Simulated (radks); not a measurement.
The numbers below are computed, except where a source is named.
Numerical settings for neutral chlorine, [Ne] 3s2 3p5. Code: a radial shooting solver on a logarithmic mesh with Libxc functionals. Model: scalar-relativistic Kohn-Sham, SCAN, spin-unpolarised, spherical densities, finite nucleus; meta-GGA in the generalised Kohn-Sham scheme; Fermi nuclear charge, rms radius 3.3654 fm. The defaults (mesh step 0.008 in ln r, mesh end at 40 bohr or more with all orbitals vanishing there, Anderson mixing 0.5 over 9 steps, residual threshold near 1e-9 with the energy settled to 1e-9 hartree or 1e-11 of itself, here a cap of 91 iterations) give E = -461.654 hartree and 3p at -8.924 eV in 16 iterations. Run on one thread of a shared host, so times are rough (Intel(R) Xeon(R) Platinum 8488C): 0.07 s of CPU time, 0.07 s wall, 16 iterations on 2309 mesh points. Changes against that run (0 stands for a change within the tolerance of the run):

setting	iterations	converged	E (mhartree)	e(3p) (meV)	CPU (s)
mesh step in ln r 0.05	13	yes	+12.5	-29.8	0.02
mesh step in ln r 0.003	28	yes	+0.626	+0.00748	0.27
mesh step in ln r 0.012	15	yes	-2.58	+0.0707	0.05
mesh end (bohr) 8	16	yes	+0.306	+13.5	0.06
mesh end (bohr) 1	17	level above zero	+9.09e+04	+4.34e+05	0.06
residual threshold 0.1	13	yes	0	-0.00307	0.06
residual threshold 1e-05	13	yes	0	-0.00307	0.06
mixing 0.2	21	yes	0	0	0.1
linear mixing, mixing 1	47	no	diverged	-	0.39
linear mixing, mixing 0.05	91	no	+0.102	-53.3	0.34
mixing history 20	16	yes	0	0	0.07
iteration cap 2	2	no	+40	-5.46e+03	0.01

Settled on a wrong energy, with an occupied level pushed above zero by the early mesh end: mesh end (bohr) 1 (+90.9 hartree). Apart from these: settings that end as converged yet miss the energy by more than 1 mhartree: mesh step in ln r 0.05 (+0.0125 hartree); mesh step in ln r 0.012 (-0.00258 hartree). A mesh that ends early acts as a hard wall.
